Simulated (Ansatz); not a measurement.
Ga₁₃N₁₄H₃₄⁺, a nanocrystal cut from wurtzite GaN (hydrogen-capped). Total charge 1; singlet. Geometry PBE-D4/def2-SVP, basis def2-TZVP, Ansatz.

Cartesian coordinates in Å:
```
N 2.523 -2.337 1.177
Ga 0.570 -2.825 1.616
N -0.095 -3.735 -0.033
N 1.830 -2.289 -2.150
Ga -0.139 -2.777 -1.785
N 2.293 0.213 2.812
Ga 2.908 -0.370 0.987
Ga 0.336 -0.234 3.278
N -0.300 -1.107 1.683
Ga -2.242 -1.578 2.145
N 1.683 0.374 -0.346
Ga 2.269 -0.327 -2.077
Ga -0.233 -0.052 0.048
N -0.954 -1.063 -1.451
N -3.252 -0.723 0.669
Ga -2.921 -1.533 -1.110
N 0.978 0.301 -3.487
Ga -1.004 -0.143 -3.144
N -0.572 1.544 3.354
N 1.341 3.112 1.315
Ga 2.031 2.299 -0.391
Ga -0.637 2.730 1.748
N -1.197 1.624 0.273
Ga -3.173 1.258 0.680
N 0.721 3.152 -1.658
Ga -1.267 2.773 -1.273
N -1.858 1.630 -2.803
H 3.086 -2.691 1.966
H 2.906 -2.859 0.377
H 0.642 -3.763 2.873
H 0.302 -4.682 -0.129
H -1.099 -3.903 0.173
H 2.497 -2.830 -1.583
H 2.029 -2.620 -3.107
H -0.581 -3.679 -2.991
H 2.869 -0.283 3.511
H 2.539 1.198 2.978
H 4.445 -0.097 0.776
H 0.391 -0.977 4.660
H -2.309 -3.169 2.026
H -2.520 -0.829 3.527
H 3.763 -0.049 -2.491
H -4.243 -0.943 0.872
H -2.943 -3.127 -1.017
H -3.725 -0.749 -2.246
H 1.224 -0.173 -4.371
H 1.143 1.292 -3.713
H -1.511 -0.850 -4.452
H -0.308 2.068 4.202
H -1.569 1.298 3.511
H 1.978 2.907 2.097
H 1.417 4.138 1.227
H 3.510 2.751 -0.694
H -1.288 4.132 2.022
H -3.391 1.823 2.158
H -3.960 1.861 -0.572
H 0.991 2.970 -2.634
H 0.832 4.176 -1.582
H -1.964 4.178 -1.226
H -2.835 1.383 -2.554
H -1.952 2.179 -3.671
```

```
run  HOMO (eV)  LUMO (eV)
  A      -8.76      -4.11
  B      -8.47      -4.47
  C      -8.36      -4.42
  D      -9.65      -3.62
```

Single mean-field runs in def2-TZVP are fitted with def2-universal-jkfit.

Task: The runs used BLYP, PBE, PBE0, r2SCAN. Estimate which is which.

Result: A r2SCAN (0 % exact exchange); B PBE (0 % exact exchange); C BLYP (0 % exact exchange); D PBE0 (25 % exact exchange). Exact exchange lowers occupied and raises empty levels; among semilocal functionals meta-GGAs tend to open the gap a little, and such runs are hard to tell apart. The gap grows from 3.94 eV (BLYP) to 6.02 eV (PBE0).
